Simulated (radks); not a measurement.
Effect of the nuclear size on neutral tin, [Kr] 4d10 5s2 5p2. Method: Dirac Kohn-Sham, BLYP, spin-unpolarised, spherical densities, finite nucleus; open shells fill j = l - 1/2 first; Fermi nuclear charge, rms radius 4.6519 fm; computed with a radial shooting solver on a logarithmic mesh with Libxc functionals. The rms radius is varied about that value; shifts are against it.

| rms radius (fm) | total energy shift (eV) | density at nucleus (e/bohr^3) | 1s1/2 shift (meV) | 2s1/2 shift (meV) | 3p1/2 shift (meV) | 4s1/2 shift (meV) | 4p1/2 shift (meV) | 5s1/2 shift (meV) |
|---|---|---|---|---|---|---|---|---|
| 3.9541 | -1.15 | 1.96e+05 | -481 | -55.1 | 0.625 | -2.05 | 0.175 | -0.177 |
| 4.4007 | -0.431 | 1.928e+05 | -181 | -20.7 | 0.235 | -0.772 | 0.066 | -0.066 |
| 4.6519 | 0 | 1.912e+05 | 0.000 | 0.000 | 0.000 | 0.000 | 0.000 | 0.000 |
| 5.0659 | 0.754 | 1.887e+05 | 316 | 36.2 | -0.411 | 1.35 | -0.115 | 0.116 |
| 5.4381 | 1.48 | 1.867e+05 | 620 | 71.0 | -0.805 | 2.65 | -0.226 | 0.228 |

Slopes of the eigenvalues against <r^2> in GHz/fm^2, as finite differences over the two radii next to the reference (eigenvalue slopes, not the field-shift constants of lines): 1s1/2 19100, 2s1/2 2190, 3p1/2 -24.8, 4s1/2 81.5, 4p1/2 -6.95, 5s1/2 7.01.
